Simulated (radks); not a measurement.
Results of a calculation; reference values are marked as such.
Q: Coulomb parameter of the 4f shell of the promethium ion Pm3+ in the model configuration [Xe] 4f3 6s1, as a second difference U = [E(n + 0.5) + E(n - 0.5) - 2 E(n)] / (0.5)^2 with all orbitals relaxed. "Bare": the charge of the atom changes with n. "Screened": the 6s shell takes up the change at fixed total charge, which measures U(4f,4f) + U(6s,6s) - 2 U(4f,6s). Level of theory: scalar-relativistic Kohn-Sham, r2SCAN, spin-unpolarised, spherical densities, finite nucleus; meta-GGA in the generalised Kohn-Sham scheme; Fermi nuclear charge, rms radius 4.962 fm (a radial shooting solver on a logarithmic mesh with Libxc functionals). Estimate both.

A: U(bare) = 19.459 eV, U(screened by 6s) = 7.946 eV, against the Slater integral F0(4f,4f) = 28.629 eV with frozen orbitals.
